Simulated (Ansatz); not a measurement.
How methods differ on AlHBr (SMILES [AlH][Br])

AlHBr: 3 atoms, total charge 0, spin state doublet. SMILES: `[AlH][Br]`. The coordinates come from a PBE0-D4/def2-TZVP relaxation.

```xyz
3

Al   -0.2967   -0.6280   -0.2391
Br    1.5845    0.0086    0.8711
H    -1.2989    0.5546   -0.6453
```

Each level gives the energy change with the Al1–Br2 bond stretched from 2.275 to 2.844 Å (eV). The values are calculated.

```tsv
level	kind	program	value (eV)	CPU time (all runs)
UHF/STO-3G	Hartree–Fock	Ansatz	1.86	0.46 s
USVWN5/STO-3G	LDA	Ansatz	1.66	3.2 s
UPBE/STO-3G	GGA	Ansatz	1.52	5.9 s
U-r2SCAN/STO-3G	meta-GGA	Ansatz	1.62	12 s
UBHLYP/STO-3G	global hybrid	Ansatz	1.69	4 s
UCAM-B3LYP/STO-3G	range-separated hybrid	Ansatz	1.69	5.1 s
UHSE06/STO-3G	range-separated hybrid	Ansatz	1.66	5.3 s
UB2PLYP/STO-3G	double hybrid	Ansatz	1.65	5.2 s
RPA@PBE/STO-3G	RPA	Ansatz	1.42	7.5 s
UCCSD/STO-3G	coupled cluster or CI	Ansatz	1.73	1.1 s
```

All-electron rows without a relativistic Hamiltonian named are non-relativistic. The first shape isn't each level's own minimum. The values span 1.42 to 1.86 eV. All rows use very small basis sets, so none should be taken for the real molecule's value. In the correlated wave-function rows the outer d shell of Br is correlated, in sets not made for it. In so small a basis fixed costs decide the times, and correlated methods can beat functionals. CPU times are rough (shared hosts, several kinds of processor and program).
